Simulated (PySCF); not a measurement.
Ce(40+) (cerium, charge +40) across methods

[Ar], closed-shell 1S. Computed with PySCF 2.14 in an even-tempered Gaussian basis (18 s from 7.7 bohr⁻², ratio 2.5; 12 p from 10 bohr⁻², ratio 2.5; 4 d from 44 bohr⁻², ratio 2.7; 4 f from 66 bohr⁻², ratio 2.7), with scalar relativity by spin-free X2C-1e.

```csv
method,E (hartree),mean ε 2p (eV),mean ε 3s (eV),mean ε 3p (eV),Σ⟨r²⟩ (bohr²),⟨S²⟩
BHandHLYP,-7521.97,-8111.7,-3316.5,-3103.3,0.6718,0.000
UHF,-7520.58969,-8180.0,-3349.4,-3124.7,0.6722,0.000
PBE,-7521.60,-8040.6,-3282.4,-3080.5,0.6716,0.000
M06,-7522.20,-8081.8,-3302.3,-3093.1,0.6714,0.000
r2SCAN,-7521.85,-8058.5,-3291.4,-3084.6,0.6718,0.000
PBE0,-7521.56,-8075.9,-3299.7,-3092.0,0.6717,0.000
```

**Question.** Estimate the same row for LDA.

**Answer.** E (hartree) = -7514.29; mean ε 2p (eV) = -8037.9; mean ε 3s (eV) = -3279.1; mean ε 3p (eV) = -3079.0; Σ⟨r²⟩ (bohr²) = 0.6721; ⟨S²⟩ = 0.000.

Spin-orbit coupling, which splits the p, d and f shells strongly at this Z, is absent.
